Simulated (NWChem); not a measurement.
System: propylene glycol (C₃H₈O₂); SMILES C(CO)(O)C

The following NWChem deck was run.

```
start job
memory heap 200 mb stack 900 mb global 1100 mb
geometry units angstroms noautoz
  C     -0.659484     1.738212    -0.019811
  C      0.005826     0.429404     0.351410
  O      1.366378     0.388553    -0.049399
  C     -0.698530    -0.798284    -0.212025
  O      0.007934    -1.957877     0.101197
  H     -0.092334     2.587291     0.388003
  H     -0.714671     1.856216    -1.115844
  H     -1.687053     1.788519     0.371178
  H      0.036982     0.323330     1.449076
  H      1.403677     0.632015    -0.982911
  H     -1.716724    -0.883521     0.202883
  H     -0.812156    -0.663407    -1.312920
  H      0.940352    -1.711293     0.016208
end
basis spherical
  * library def2-svp
end
dft
  xc xpbe96 cpbe96
  grid xcoarse
  iterations 150
  mulliken
end
task dft gradient
```

NWChem printed, in part:

```
             Northwest Computational Chemistry Package (NWChem) 7.3.0
             --------------------------------------------------------

 C1  symmetry detected

                             Geometry "geometry" -> ""
                             -------------------------

 Output coordinates in angstroms (scale by  1.889725989 to convert to a.u.)

  No.       Tag          Charge          X              Y              Z
 ---- ---------------- ---------- -------------- -------------- --------------
    1 C                    6.0000    -0.62295186     1.76349909    -0.01959431
    2 C                    6.0000     0.01389650     0.43940299     0.34730416
    3 O                    8.0000     1.36936395     0.36524389    -0.06576584
    4 C                    6.0000    -0.72500399    -0.77152185    -0.20810678
    5 O                    8.0000    -0.04393829    -1.94750483     0.10022565
    6 H                    1.0000    -0.03177235     2.59907082     0.38194423
    7 H                    1.0000    -0.68523603     1.88159966    -1.11523651
    8 H                    1.0000    -1.64540812     1.83905349     0.38062560
    9 H                    1.0000     0.05246069     0.33381147     1.44478139
   10 H                    1.0000     1.40404330     0.60670896    -0.99989729
   11 H                    1.0000    -1.74114506    -0.83167210     0.21612461
   12 H                    1.0000    -0.84534431    -0.63514627    -1.30810332
   13 H                    1.0000     0.89335274    -1.72361987     0.00646444

 Effective nuclear repulsion energy (a.u.)     196.0722062414

  pbe96 is a nonlocal functional; adding pw91lda local functional.

                                 NWChem DFT Module
                                 -----------------

 Summary of "ao basis" -> "ao basis" (spherical)
 ------------------------------------------------------------------------------
       Tag                 Description            Shells   Functions and Types
 ---------------- ------------------------------  ------  ---------------------
 C                          def2-svp                 6       14   3s2p1d
 O                          def2-svp                 6       14   3s2p1d
 H                          def2-svp                 3        5   2s1p

            General Information
            -------------------
          SCF calculation type: DFT
          Wavefunction type:  closed shell.
          No. of atoms     :    13
          No. of electrons :    42
           Alpha electrons :    21
            Beta electrons :    21
          Charge           :     0
          Spin multiplicity:     1
          Use of symmetry is: off; symmetry adaption is: off
          Maximum number of iterations: 150
          AO basis - number of functions:   110
                     number of shells:    54
          Convergence on energy requested:  1.00D-06
          Convergence on density requested:  1.00D-05
          Convergence on gradient requested:  5.00D-04

              XC Information
              --------------
          PerdewBurkeErnzerhof Exchange Functional  1.000
            Perdew 1991 LDA Correlation Functional  1.000 local
           PerdewBurkeErnz. Correlation Functional  1.000 non-local

             Grid Information
             ----------------
          Grid used for XC integration:  xcoarse
          Radial quadrature: Mura-Knowles
          Angular quadrature: Lebedev.
          Tag              B.-S. Rad. Rad. Pts. Rad. Cut. Ang. Pts.
          ---              ---------- --------- --------- ---------
          C                   0.70       21          10.0       194
          O                   0.60       21          11.0       194
          H                   0.35       21          11.0       194
          Grid pruning is: on
          Number of quadrature shells:   273
          Spatial weights used:  Erf1

      Superposition of Atomic Density Guess
      -------------------------------------

 Sum of atomic energies:        -266.25097139

      Non-variational initial energy
      ------------------------------

 Total energy =    -269.150171
 1-e energy   =    -750.191674
 2-e energy   =     284.969297
 HOMO         =      -0.335021
 LUMO         =       0.090885

     ---------------------------------------------
      Total Density - Mulliken Population Analysis
     ---------------------------------------------

    Atom       Charge   Shell Charges
 -----------   ------   -------------------------------------------------------
    1 C    6     6.25   1.99  0.96  0.18  2.07  1.03  0.02
    2 C    6     5.86   1.99  0.94  0.23  1.79  0.85  0.07
    3 O    8     8.61   1.99  1.10  0.66  3.00  1.85  0.01
    4 C    6     5.78   1.99  0.94  0.17  1.85  0.78  0.06
    5 O    8     8.61   1.99  1.10  0.64  3.02  1.84  0.01
    6 H    1     0.89   0.67  0.20  0.02
    7 H    1     0.90   0.67  0.21  0.02
    8 H    1     0.89   0.66  0.20  0.03
    9 H    1     0.94   0.70  0.22  0.02
   10 H    1     0.68   0.54  0.08  0.06
   11 H    1     0.94   0.70  0.22  0.02
   12 H    1     0.96   0.70  0.24  0.02
   13 H    1     0.68   0.54  0.09  0.06

   convergence    iter        energy       DeltaE   RMS-Dens  Diis-err
 ---------------- ----- ----------------- --------- --------- ---------
 d= 0,ls=0.0,diis     1   -268.9496601321 -4.65D+02  1.59D-02  8.51D-01
 d= 0,ls=0.0,diis     2   -268.8660855395  8.36D-02  1.01D-02  1.82D+00
 d= 0,ls=0.0,diis     3   -269.0343670978 -1.68D-01  1.80D-03  7.72D-02
 d= 0,ls=0.0,diis     4   -269.0411812852 -6.81D-03  5.82D-04  3.79D-03
 d= 0,ls=0.0,diis     5   -269.0415223042 -3.41D-04  1.85D-04  7.47D-04
  Resetting Diis
 d= 0,ls=0.0,diis     6   -269.0416065974 -8.43D-05  4.67D-05  2.94D-05
 d= 0,ls=0.0,diis     7   -269.0416091609 -2.56D-06  3.63D-05  4.24D-06
 d= 0,ls=0.0,diis     8   -269.0416081559  1.01D-06  2.34D-05  1.47D-05
 d= 0,ls=0.0,diis     9   -269.0416095803 -1.42D-06  1.87D-06  6.49D-08
 d= 0,ls=0.0,diis    10   -269.0416095871 -6.80D-09  4.27D-07  4.37D-09

         Total DFT energy =     -269.041609587116
      One electron energy =     -754.955150385008
           Coulomb energy =      325.963446641145
    Exchange-Corr. energy =      -36.122112084629
 Nuclear repulsion energy =      196.072206241377

 Numeric. integr. density =       41.997587748796

                       DFT Final Molecular Orbital Analysis
                       ------------------------------------

 Vector   19  Occ=2.000000D+00  E=-2.734894D-01
              MO Center=  1.5D-01, -7.8D-01,  7.3D-02, r^2= 3.3D+00
   Bfn.  Coefficient  Atom+Function         Bfn.  Coefficient  Atom+Function
  ----- ------------  ---------------      ----- ------------  ---------------
    61      0.329067   5 O  py               33      0.285163   3 O  py
    64      0.226278   5 O  py               60      0.218620   5 O  px
    36      0.191515   3 O  py               59     -0.176376   5 O  s
   106      0.176231  13 H  s                47     -0.167570   4 C  py
    32     -0.162879   3 O  px               96      0.155416  11 H  s

 Vector   20  Occ=2.000000D+00  E=-2.411793D-01
              MO Center=  6.5D-01, -2.8D-03, -3.8D-02, r^2= 2.5D+00
   Bfn.  Coefficient  Atom+Function         Bfn.  Coefficient  Atom+Function
  ----- ------------  ---------------      ----- ------------  ---------------
    33      0.482401   3 O  py               36      0.366724   3 O  py
    62      0.211794   5 O  pz               47      0.179736   4 C  py
    96     -0.151588  11 H  s                46      0.149329   4 C  px
    34      0.147979   3 O  pz               65      0.145820   5 O  pz
    19     -0.142073   2 C  py               97     -0.140312  11 H  s

 Vector   21  Occ=2.000000D+00  E=-2.067884D-01
              MO Center= -8.6D-02, -1.3D+00, -4.6D-02, r^2= 2.0D+00
   Bfn.  Coefficient  Atom+Function         Bfn.  Coefficient  Atom+Function
  ----- ------------  ---------------      ----- ------------  ---------------
    62      0.526137   5 O  pz               65      0.396566   5 O  pz
   101      0.220401  12 H  s               102      0.200067  12 H  s
    61      0.163290   5 O  py               48     -0.158590   4 C  pz
    19      0.155786   2 C  py               33     -0.152414   3 O  py
     3      0.139102   1 C  s                21      0.135983   2 C  px

[...]

                         DFT ENERGY GRADIENTS

    atom               coordinates                        gradient
                 x          y          z           x          y          z
   1 C      -1.177208   3.332530  -0.037028   -0.000297  -0.000101  -0.000819
   2 C       0.026261   0.830351   0.656310    0.003860  -0.002361   0.001508
   3 O       2.587723   0.690211  -0.124279   -0.009771   0.004100  -0.012661
   4 C      -1.370059  -1.457965  -0.393265    0.000421   0.000038  -0.000189
   5 O      -0.083031  -3.680250   0.189399    0.011161   0.012362  -0.004011
   6 H      -0.060041   4.911532   0.721770   -0.002240  -0.003702  -0.001774
   7 H      -1.294908   3.555708  -2.107491    0.000166  -0.000257   0.004516
   8 H      -3.109370   3.475307   0.719278    0.004540  -0.000634  -0.001707
   9 H       0.099136   0.630812   2.730241   -0.000082   0.000735  -0.004592
  10 H       2.653257   1.146514  -1.889532    0.000540  -0.003345   0.014352
  11 H      -3.290287  -1.571632   0.408416    0.005111   0.000223  -0.001862
  12 H      -1.597469  -1.200252  -2.471957    0.000758  -0.002070   0.005675
  13 H       1.688192  -3.257169   0.012216   -0.014168  -0.004989   0.001563
```

Level: PBE/def2-SVP. Structure relaxed at the PBE0/def2-SVP level. No frequency run checked for a minimum.
